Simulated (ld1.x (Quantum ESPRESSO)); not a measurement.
**Configuration tests for arsenic (TM)**

As, norm-conserving Troullier–Martins (Kleinman–Bylander form), made with ld1.x (Quantum ESPRESSO) 7.5 (PBE, scalar-relativistic). Core [Ar], reference 3d10 4s2 4p3. Waves: 4p (bound): rc 1.45 bohr; 3d (bound): rc 1.25 bohr; 4s (bound): rc 1.20 bohr. Local part: the s channel. Core correction: a·sin(br)/r model core inside 1.05 bohr.

Energies are relative to the spin-unpolarised reference configuration 3d10 4s2 4p3; without spin polarisation the order of configurations can differ from experiment. Not all tests gave a result: 3 of 7 tests not solved or not reliable.

Q: Give the all-electron excitation energy and the error of the potential for: 3d10 4s2 4p1; 3d10 4s1 4p0; 3d9 4s2 4p4; 3d10 4s2 4p3.3.

A:

| valence configuration | charge | ΔE all-electron (eV) | error AE − PS (meV) |
| --- | --- | --- | --- |
| 3d10 4s2 4p1 | +2 | 27.067 | -6.8 |
| 3d10 4s1 4p0 | +4 | 105.417 | +11 |
| 3d9 4s2 4p4 | 0 | 40.098 | -620 |
| 3d10 4s2 4p3.3 | -0.3 | -1.234 | 0.0 |

Levels in the configuration 3d9 4s2 4p4:

```json
{"level": "3d", "all-electron (eV)": "-51.323", "pseudo (eV)": "-52.483"}
{"level": "4s", "all-electron (eV)": "-16.752", "pseudo (eV)": "-16.986"}
{"level": "4p", "all-electron (eV)": "-6.464", "pseudo (eV)": "-6.424"}
```

Note: ghost state, extra bound levels that the all-electron valence spectrum of the same l lacks: p at -122.0 eV. A true bound ghost makes a file unfit for plane-wave use.
